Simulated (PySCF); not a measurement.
**Working out the ionisation energy of Be+**

Be+ [He] 2s1 (2S) → Be(2+) 1s2 (1S). Computed with PySCF 2.14 in aug-cc-pCVTZ (7s6p4d2f, 59 functions), with the non-relativistic Hamiltonian (point nucleus). Frozen: nothing. Energies in hartree (1 hartree = 27.21139 eV):

| part | Be+ (lower) | Be(2+) (upper) |
| --- | --- | --- |
| UHF | -14.277301 | -13.611162 |
| MP2 opposite-spin | -0.038927 | -0.037569 |
| MP2 same-spin | -0.000770 | 0.000000 |

Problem. What does Hartree-Fock give?

Solution. (-13.611162) − (-14.277301) = 0.666139 hartree = 18.127 eV.

Problem. What do MP2 and SCS-MP2 (6/5 opposite-spin, 1/3 same-spin) give?

Solution. The opposite-spin parts differ by 0.037 eV and the same-spin parts by 0.021 eV. MP2: 18.127 + (0.037) + (0.021) = 18.185 eV. SCS-MP2: 18.127 + 1.2 × (0.037) + (0.021)/3 = 18.178 eV.

Measured between the centres of the two terms (NIST): 18.211 eV, so MP2 (valence and next inner shell) is off by -0.026 eV.

What remains against the reference includes basis incompleteness and correlation beyond second order.
